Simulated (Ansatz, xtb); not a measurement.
Diatomic LaH, closed-shell singlet (lowest of 2S+1 = 1, 3, 5 at CCSD(T)/def2-TZVPP on PBE0 minima; our sources give no spin for the ground state, which may be another). No spin–orbit coupling.

Constants: fifth-degree fit in 1/R to seven points, most abundant isotopes. Runs in def2 and cc sets follow the lowest solution found near the PBE0 minimum. The singlet is held restricted. HF and MP2 rows in def2 and cc sets belong to the determinant that coupled cluster picked by its CCSD energy.

Correlated levels freeze the inner cores; with def2 sets outer-core shells near the valence are correlated too. CBS: X⁻³ extrapolation of the correlation energy, Hartree–Fock from the larger set.

Codes used: Ansatz (Gaussian orbitals); xtb for the GFN methods. Each number belongs to the level named beside it. In def2 rows elements past Kr take small-core potentials, without spin–orbit coupling.

```
level                                r_e (Å)  ω_e (cm⁻¹)  ω_e x_e (cm⁻¹)  dipole (D)
-----------------------------------  -------  ----------  --------------  ----------
GFN1-xTB                               2.119         527              54           -
HF/def2-QZVPP                          2.073        1443              15           -
B3LYP/def2-TZVPP                       2.055        1454              18        2.40
PBE0/def2-TZVPP                        2.045        1475              17        2.33
B2PLYP/def2-TZVPP                      2.046           …              17           -
SCS-MP2/def2-QZVPP                     2.030        1479              14           -
CCSD/def2-QZVPP                        2.042        1447              14           -
CCSD(T)/CBS(def2-TZVPP, def2-QZVPP)        …           …              14           -
```

Question: Fill in the missing entries.

Answer: 
- CCSD(T)/CBS(def2-TZVPP, def2-QZVPP), r_e (Å): 2.039
- CCSD(T)/CBS(def2-TZVPP, def2-QZVPP), ω_e (cm⁻¹): 1439
- B2PLYP/def2-TZVPP, ω_e (cm⁻¹): 1474

Doubts at one or more of the structures used: a restricted determinant that unrestricted orbitals would lower (HF/def2-QZVPP, B2PLYP/def2-TZVPP, SCS-MP2/def2-QZVPP, CCSD/def2-QZVPP, CCSD(T)/CBS(def2-TZVPP, def2-QZVPP)).

Ansatz is an electronic-structure program.
